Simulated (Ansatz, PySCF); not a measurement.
Gas-phase reaction R1 + R2 → P1 + P2, each structure at its B3LYP-D3(BJ)/def2-TZVP stationary point, reached from a drawn start (curvature not checked).
R1, SiH4 (SMILES [SiH4]) (charge 0, multiplicity 1):
```xyz
5

Si     0.0000     0.0000     0.0000
H     -0.1692     1.2234    -0.8159
H     -0.7439     0.1479     1.2712
H      1.4370    -0.2047     0.2902
H     -0.5239    -1.1666    -0.7455
```
P1: Si2H6 (SMILES [SiH3][SiH3]), charge 0, multiplicity 1.
R2: FH3Si (SMILES F[SiH3]), charge 0, multiplicity 1.
P2: HF (SMILES F), charge 0, multiplicity 1.

P less R. No zero-point or thermal terms.

Cores are frozen in the correlated methods.

Run with Ansatz (Gaussian orbitals); PySCF for the D3/D4 terms. All values are computed, each at the level named.

```json
[
 {"level": "HF/cc-pV(D+d)Z", "reaction energy (kcal/mol)": "33.28"},
 {"level": "HF/cc-pV(T+d)Z", "reaction energy (kcal/mol)": "37.65"},
 {"level": "PBE-D3(BJ)/def2-TZVPP", "reaction energy (kcal/mol)": "24.41"},
 {"level": "BLYP/def2-TZVPP", "reaction energy (kcal/mol)": "31.59"},
 {"level": "BHLYP-D3(BJ)/def2-TZVPP", "reaction energy (kcal/mol)": "32.48"},
 {"level": "B2PLYP/def2-TZVPP", "reaction energy (kcal/mol)": "32.37"},
 {"level": "SCS-MP2/cc-pV(T+d)Z", "reaction energy (kcal/mol)": "33.78"},
 {"level": "CCSD(T)/cc-pV(D+d)Z", "reaction energy (kcal/mol)": "___"},
 {"level": "CCSD(T)/cc-pV(T+d)Z", "reaction energy (kcal/mol)": "___"}
]
```

### Question
Fill in the missing entries.

### Answer

- CCSD(T)/cc-pV(D+d)Z, reaction energy (kcal/mol): 27.99
- CCSD(T)/cc-pV(T+d)Z, reaction energy (kcal/mol): 30.30

Ansatz is a program for electronic structure.
